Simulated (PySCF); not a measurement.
CH4Cl2OSi (SMILES C[Si](O)(Cl)Cl), singlet, at a GFN2-xTB geometry; PySCF with CASSCF(6,6)/6-31G.

The PySCF input:
```python
from pyscf import gto, scf, mcscf
import numpy

mol = gto.Mole()
mol.atom = '''
    C     1.951265   -0.279440   -0.702857
    Si    0.127442   -0.194495   -0.213744
    O    -0.611560   -1.317672   -1.117152
    Cl   -0.675570    1.627091   -0.595590
    Cl   -0.149931   -0.606649    1.751431
    H     2.361996   -1.262312   -0.493978
    H     2.544369    0.451434   -0.160924
    H     2.075357   -0.088092   -1.764107
    H    -1.547503   -1.507609   -1.083516
'''
mol.basis = '6-31g'
mol.charge = 0
mol.spin = 0
mol.verbose = 4
mol.build()

mf = scf.RHF(mol)
mf.kernel()
mc = mcscf.CASSCF(mf, 6, 6)
mc.fix_spin_(ss=0.0)
mc.kernel()
occ = numpy.linalg.eigvalsh(mc.fcisolver.make_rdm1(mc.ci, mc.ncas, mc.nelecas))[::-1]
ss = mc.fcisolver.spin_square(mc.ci, mc.ncas, mc.nelecas)[0]
print('natural occupations', occ.round(4), ' <S^2>', round(ss, 4))
```

Output, abridged:

```
PySCF version 2.14.0

[INPUT] verbose = 4
[INPUT] num. atoms = 9
[INPUT] num. electrons = 66
[INPUT] charge = 0
[INPUT] spin (= nelec alpha-beta = 2S) = 0
[INPUT] symmetry False subgroup None
[INPUT] Mole.unit = angstrom
[INPUT] Symbol           X                Y                Z      unit          X                Y                Z       unit  Magmom
[...]
nuclear repulsion = 372.99296490075
number of shells = 39
number of NR pGTOs = 198
number of NR cGTOs = 65
basis = 6-31g
ecp = {}

******** <class 'pyscf.scf.hf.RHF'> ********
method = RHF
initial guess = minao
damping factor = 0
level_shift factor = 0
DIIS = <class 'pyscf.scf.diis.CDIIS'>
diis_start_cycle = 1
diis_space = 8
diis_damp = 0
SCF conv_tol = 1e-09
SCF conv_tol_grad = None
SCF max_cycles = 50
direct_scf = True
direct_scf_tol = 1e-13
Set gradient conv threshold to 3.16228e-05
Initial guess from minao.
init E= -1323.69681857994
[...]
cycle= 1 E= -1322.86015390868  delta_E= 0.837  |g|= 0.521  |ddm|= 2.66
[...]
cycle= 2 E= -1322.92668379964  delta_E= -0.0665  |g|= 0.263  |ddm|= 0.99
[...]
cycle= 3 E= -1322.94032886715  delta_E= -0.0136  |g|= 0.0477  |ddm|= 0.25
[...]
cycle= 4 E= -1322.94096148545  delta_E= -0.000633  |g|= 0.0107  |ddm|= 0.0696
[...]
cycle= 5 E= -1322.94101086101  delta_E= -4.94e-05  |g|= 0.00203  |ddm|= 0.0221
[...]
cycle= 6 E= -1322.9410135995  delta_E= -2.74e-06  |g|= 0.00055  |ddm|= 0.00628
[...]
cycle= 7 E= -1322.94101378279  delta_E= -1.83e-07  |g|= 0.000158  |ddm|= 0.0016
[...]
cycle= 8 E= -1322.94101379662  delta_E= -1.38e-08  |g|= 4.29e-05  |ddm|= 0.00038
[...]
cycle= 9 E= -1322.94101379776  delta_E= -1.15e-09  |g|= 7.93e-06  |ddm|= 0.000113
[...]
cycle= 10 E= -1322.9410137978  delta_E= -3.82e-11  |g|= 1.87e-06  |ddm|= 2.07e-05
[...]
Extra cycle  E= -1322.9410137978  delta_E= -9.09e-13  |g|= 7.6e-07  |ddm|= 4e-06
converged SCF energy = -1322.9410137978

******** <class 'pyscf.mcscf.mc1step.CASSCF'> ********
CAS (3e+3e, 6o), ncore = 30, nvir = 29
max_cycle_macro = 50
max_cycle_micro = 4
conv_tol = 1e-07
conv_tol_grad = None
orbital rotation max_stepsize = 0.02
orbital rotation threshold for CI restart = 0.01
augmented hessian ah_max_cycle = 30
augmented hessian ah_conv_tol = 1e-12
augmented hessian ah_linear dependence = 1e-14
augmented hessian ah_level shift = 1e-08
augmented hessian ah_start_tol = 2.5
augmented hessian ah_start_cycle = 3
augmented hessian ah_grad_trust_region = 3
kf_trust_region = 3
kf_interval = 4
ci_response_space = 4
ci_grad_trust_region = 3
with_dep4 0
natorb = False
canonicalization = True
sorting_mo_energy = False
ao2mo_level = 2
internal_rotation = False
******** <class 'pyscf.fci.addons.SpinPenaltyFCISolver'> ********
max. cycles = 50
conv_tol = 1e-08
davidson only = True
linear dependence = 1e-12
level shift = 0.001
max iter space = 12
nroots = 1
pspace_size = 400
spin = None
CASCI E = -1322.94265199180  S^2 = 0.0000000
Set conv_tol_grad to 0.000316228
macro iter   1 ( 21 JK    4 micro), CASSCF E = -1322.94679518717  dE = -4.14319537e-03  S^2 = 0.0000000
               |grad[o]|=0.00466  |grad[c]|=0.042  |ddm|=0.0415  |maxRot[o]|=0.235
macro iter   2 ( 21 JK    4 micro), CASSCF E = -1322.95225176055  dE = -5.45657338e-03  S^2 = 0.0000000
               |grad[o]|=0.0117  |grad[c]|=0.114  |ddm|=0.0776  |maxRot[o]|=0.227
macro iter   3 ( 21 JK    4 micro), CASSCF E = -1322.95806469109  dE = -5.81293054e-03  S^2 = 0.0000000
               |grad[o]|=0.0225  |grad[c]|=0.0251  |ddm|=0.0185  |maxRot[o]|=0.125
macro iter   4 ( 21 JK    4 micro), CASSCF E = -1322.96094688126  dE = -2.88219017e-03  S^2 = 0.0000000
               |grad[o]|=0.0166  |grad[c]|=0.0275  |ddm|=0.0112  |maxRot[o]|=0.0904
macro iter   5 ( 21 JK    4 micro), CASSCF E = -1322.96239743835  dE = -1.45055709e-03  S^2 = 0.0000000
               |grad[o]|=0.0149  |grad[c]|=0.0292  |ddm|=0.0104  |maxRot[o]|=0.0653
macro iter   6 ( 21 JK    4 micro), CASSCF E = -1322.96309795619  dE = -7.00517838e-04  S^2 = 0.0000000
[...]
macro iter  32 ( 21 JK    4 micro), CASSCF E = -1322.96478492032  dE = -1.95517846e-05  S^2 = 0.0000000
               |grad[o]|=0.0127  |grad[c]|=0.0253  |ddm|=0.00604  |maxRot[o]|=0.00214
macro iter  33 ( 21 JK    4 micro), CASSCF E = -1322.96480164866  dE = -1.67283413e-05  S^2 = 0.0000000
               |grad[o]|=0.0127  |grad[c]|=0.0252  |ddm|=0.006  |maxRot[o]|=0.00212
macro iter  34 ( 21 JK    4 micro), CASSCF E = -1322.96482176026  dE = -2.01115943e-05  S^2 = 0.0000000
               |grad[o]|=0.0127  |grad[c]|=0.0251  |ddm|=0.00597  |maxRot[o]|=0.0021
macro iter  35 ( 21 JK    4 micro), CASSCF E = -1322.96482834780  dE = -6.58753856e-06  S^2 = 0.0000000
               |grad[o]|=0.0126  |grad[c]|=0.0249  |ddm|=0.00592  |maxRot[o]|=0.0031
macro iter  36 ( 21 JK    4 micro), CASSCF E = -1322.96486592474  dE = -3.75769434e-05  S^2 = 0.0000000
               |grad[o]|=0.0126  |grad[c]|=0.025  |ddm|=0.00591  |maxRot[o]|=0.00698
macro iter  37 ( 21 JK    4 micro), CASSCF E = -1322.96482070084  dE =  4.52238983e-05  S^2 = 0.0000000
               |grad[o]|=0.0126  |grad[c]|=0.0246  |ddm|=0.0058  |maxRot[o]|=0.0149
macro iter  38 ( 21 JK    4 micro), CASSCF E = -1322.96683283801  dE = -2.01213717e-03  S^2 = 0.0000000
               |grad[o]|=0.0126  |grad[c]|=0.00988  |ddm|=0.00336  |maxRot[o]|=0.055
macro iter  39 ( 12 JK    3 micro), CASSCF E = -1322.96914469399  dE = -2.31185598e-03  S^2 = 0.0000000
               |grad[o]|=0.0116  |grad[c]|=0.00963  |ddm|=0.00482  |maxRot[o]|=0.077
macro iter  40 ( 21 JK    4 micro), CASSCF E = -1322.97022145006  dE = -1.07675607e-03  S^2 = 0.0000000
               |grad[o]|=0.0101  |grad[c]|=0.00856  |ddm|=0.00327  |maxRot[o]|=0.0687
macro iter  41 ( 21 JK    4 micro), CASSCF E = -1322.97054478487  dE = -3.23334806e-04  S^2 = 0.0000000
               |grad[o]|=0.00907  |grad[c]|=0.00808  |ddm|=0.00335  |maxRot[o]|=0.102
macro iter  42 ( 21 JK    4 micro), CASSCF E = -1322.97037697061  dE =  1.67814252e-04  S^2 = 0.0000000
               |grad[o]|=0.00897  |grad[c]|=0.0084  |ddm|=0.00328  |maxRot[o]|=0.0709
macro iter  43 ( 21 JK    4 micro), CASSCF E = -1322.97161417666  dE = -1.23720605e-03  S^2 = 0.0000000
               |grad[o]|=0.00915  |grad[c]|=0.00194  |ddm|=0.00168  |maxRot[o]|=0.0538
macro iter  44 ( 12 JK    3 micro), CASSCF E = -1322.97302989922  dE = -1.41572256e-03  S^2 = 0.0000000
               |grad[o]|=0.00777  |grad[c]|=0.000653  |ddm|=0.00321  |maxRot[o]|=0.0658
macro iter  45 ( 21 JK    4 micro), CASSCF E = -1322.97350580034  dE = -4.75901117e-04  S^2 = 0.0000000
               |grad[o]|=0.00567  |grad[c]|=0.00373  |ddm|=0.00211  |maxRot[o]|=0.0933
macro iter  46 ( 21 JK    4 micro), CASSCF E = -1322.97348532815  dE =  2.04721839e-05  S^2 = 0.0000000
               |grad[o]|=0.00495  |grad[c]|=0.00332  |ddm|=0.00158  |maxRot[o]|=0.0235
macro iter  47 ( 17 JK    4 micro), CASSCF E = -1322.97389288337  dE = -4.07555211e-04  S^2 = 0.0000000
               |grad[o]|=0.0049  |grad[c]|=0.00185  |ddm|=0.000589  |maxRot[o]|=0.0309
macro iter  48 ( 12 JK    3 micro), CASSCF E = -1322.97413974879  dE = -2.46865420e-04  S^2 = 0.0000000
               |grad[o]|=0.00382  |grad[c]|=0.00356  |ddm|=0.0028  |maxRot[o]|=0.0409
macro iter  49 ( 21 JK    4 micro), CASSCF E = -1322.97426183057  dE = -1.22081786e-04  S^2 = 0.0000000
               |grad[o]|=0.00308  |grad[c]|=0.00353  |ddm|=0.000831  |maxRot[o]|=0.0693
macro iter  50 ( 20 JK    4 micro), CASSCF E = -1322.97442087322  dE = -1.59042651e-04  S^2 = 0.0000000
               |grad[o]|=0.00275  |grad[c]|=0.00535  |ddm|=0.000882  |maxRot[o]|=0.0799
1-step CASSCF not converged,  50 macro (1018 JK 197 micro) steps
CASSCF canonicalization
Density matrix diagonal elements [1.98809229 1.98613961 1.98649909 0.01526496 0.01112035 0.01288371]
CASSCF energy = -1322.97442087322
CASCI E = -1322.97442087322  E(CI) = -9.98831941149001  S^2 = 0.0000000
natural occupations [1.9892 1.989  1.9831 0.0173 0.0109 0.0106]  <S^2> 0.0
```

Convergence was not reached.
